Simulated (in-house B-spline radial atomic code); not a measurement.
Configurations of the samarium ion Sm³⁺, with energies counted from [Xe] 4f5. Level of theory: scalar-relativistic (X2C) LDA PW92, spin-polarised, spherical fractional occupations, Fermi nucleus of rms radius 5.0819 fm; calculated with a B-spline radial code for spherical atoms. Shells without spins written out take the highest spin.

Occupations are held fixed; configurations that lie above the ionisation limit could autoionise.

```json
{"configuration": "[Kr] 4d10 4f5 5s2 5p5 5d1", "E - E(ref) (eV)": "23.89", "highest orbital": "5d up", "its <r> (bohr)": "2.131"}
{"configuration": "[Kr] 4d10 4f(5 up, 0 down) 5s2 5p(2 up, 3 down) 6s(1 up, 0 down)", "E - E(ref) (eV)": "29.432", "highest orbital": "6s up", "its <r> (bohr)": "3.079"}
{"configuration": "[Kr] 4d10 4f(2 up, 3 down) 5s2 5p(3 up, 2 down) 5d(0 up, 1 down)", "E - E(ref) (eV)": "30.174", "highest orbital": "5d down", "its <r> (bohr)": "2.166"}
{"configuration": "[Kr] 4d(5 up, 4 down) 4f(5 up, 1 down) 5s2 5p6", "E - E(ref) (eV)": "126.89", "highest orbital": "4f down", "its <r> (bohr)": "0.9091"}
{"configuration": "[Kr] 4d9 4f5 5s2 5p6 6s1", "E - E(ref) (eV)": "139.5", "highest orbital": "6s up", "its <r> (bohr)": "3.035"}
{"configuration": "[Kr] 4d(5 up, 4 down) 4f(4 up, 1 down) 5s2 5p6 5d(0 up, 1 down)", "E - E(ref) (eV)": "140.31", "highest orbital": "5d down", "its <r> (bohr)": "2.125"}
{"configuration": "[Kr] 4d9 4f5 5s2 5p6 6d1", "E - E(ref) (eV)": "152.16", "highest orbital": "6d up", "its <r> (bohr)": "4.672"}
```

Order these further configurations by energy, lowest first.
A. [Xe] 4f4 5f1
B. [Kr] 4d9 4f5 5s2 5p6 5d1
C. [Xe] 4f4 6p1
D. [Kr] 4d9 4f5 5s2 5p6 5f1
E. [Xe] 4f(2 up, 3 down)

E (4.3071 eV), C (20.885 eV), A (29.082 eV), B (135.6 eV), D (153.28 eV).

How far above the reference does [Xe] 4f4 6f1 lie?

34.146 eV; its least bound orbital is 6f up with <r> = 7.24 bohr.

How far above the reference does [Kr] 4d10 4f5 5s2 5p5 6f1 lie?

46.173 eV; its least bound orbital is 6f up with <r> = 7.298 bohr.

How far above the reference does [Xe] 4f4 6d1 lie?

27.968 eV; its least bound orbital is 6d up with <r> = 4.689 bohr.
